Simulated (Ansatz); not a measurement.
Molecule: 4-selanylbutan-1-ol, C$_{4}$H$_{10}$OSe, charge 0, multiplicity 1. SMILES: OCCCC[SeH]
Structure (B3LYP-D3(BJ)/def2-TZVP (Ansatz, an electronic-structure program) minimum search):
```xyz
16

O     -3.5778    -0.2272     0.7476
C     -3.2382    -0.1524    -0.6343
C     -1.8530    -0.7081    -0.9410
C     -0.7306     0.0521    -0.2338
C      0.6325    -0.5683    -0.4899
Se     2.1364     0.4174     0.3334
H     -3.6388    -1.1557     0.9972
H     -3.2809     0.9094    -0.8842
H     -3.9908    -0.6655    -1.2447
H     -1.7000    -0.6777    -2.0254
H     -1.8228    -1.7674    -0.6577
H     -0.9325     0.0726     0.8388
H     -0.7259     1.0931    -0.5671
H      0.6789    -1.5982    -0.1391
H      0.8764    -0.5695    -1.5533
H      1.6573     0.2455     1.7149
```

Property: atomisation energy (electronic, to ground-state atoms), in eV. Correlated levels leave the core frozen unless marked. Open shells are spin-unrestricted. No spin-orbit coupling. Frozen are the shells of the preceding noble gas and the d and f shells that filled before the atom's block. No relativistic terms. The coupled-cluster limit lacks core correlation, which all-electron functionals hold. CBS(X,Y): correlation extrapolated as X^-3; Hartree-Fock from the larger set.

| level | program | atomisation energy (eV) |
|---|---|---|
| HF/aug-cc-pVDZ | Ansatz | 44.97 |
| HF/aug-cc-pVTZ | Ansatz | 45.49 |

### Question
What does CCSD(T)/CBS(cc-pVTZ,cc-pVQZ) (Ansatz) give?

### Answer
62.29 eV
